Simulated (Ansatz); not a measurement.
A structure relaxed at r2SCAN/def2-TZVP in Ansatz, charge 1, singlet:

```xyz
5

Cs   -0.1927   -5.8183    1.5476
Cs    1.2175    3.7309   -1.8801
Cs   -2.6302    5.3176    1.0098
Cs    2.7442   -3.0122   -1.5167
Cs   -1.1388   -0.2180    0.8394
```

Give its formula and point group.

the cluster Cs5⁺. Point group Cs (tolerance 0.1 Å).

Summarise the bond lengths by kind (pairs closer than 1.2 times the sum of covalent radii, bridged metal pairs left out).

6 × Cs–Cs 5.07 to 5.74 Å.

In the def2 sets Cs takes a core potential; there is no spin–orbit coupling. The restricted singlet is unstable towards broken spin symmetry in Hartree–Fock (as tested in another run); at r2SCAN/def2-TZVP this wasn't settled. Another isomer (triplet) lies 0.03 eV lower at r2SCAN/def2-TZVP; other spin states weren't run for this one.
